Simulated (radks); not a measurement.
Spherical quantum dot in the effective-mass picture: electrons in a hard-walled sphere of radius 1.44, with a point charge +2 (a donor) at the centre, all in effective atomic units (hartree* = m*/eps^2 hartree, bohr* = eps/m* bohr), one dielectric constant everywhere. Calculated with a radial shooting solver with Libxc functionals: non-relativistic Kohn-Sham, LDA (Slater exchange, Perdew-Wang correlation), spin-polarised, spherical densities. Levels are named by radial order and angular momentum (1s, 1p, 1d, 2s, ...), and open shells are averaged over m. Results are scaled to m* = 0.165 and eps = 12.3, for which hartree* = 29.68 meV and bohr* = 3.945 nm.

N = 8, configuration 1s2 1p6. This is the lowest configuration that the search found. Occupied and some empty levels:

level,occupation,eigenvalue (meV),<r> (nm)
1s,2,205.98,2.605
1p,6,291.15,3.398
1d,0,382.24,3.724
2s,0,384.56,2.794
1f,0,491.13,3.935

Energy (meV): total 1176.40, kinetic 1025.0, external -694.00, Hartree 1045.4, exchange-correlation -200.07.

Electron density:

r (nm),n(r) (e/nm^3)
0.134,0.06279
0.561,0.04426
0.987,0.03530
1.41,0.03140
1.84,0.02974
2.27,0.02851
2.69,0.02659
3.12,0.02340
3.54,0.01888
3.97,0.01351
4.39,0.008105
4.82,0.003651
5.25,0.0008660
5.68,5.642e-07
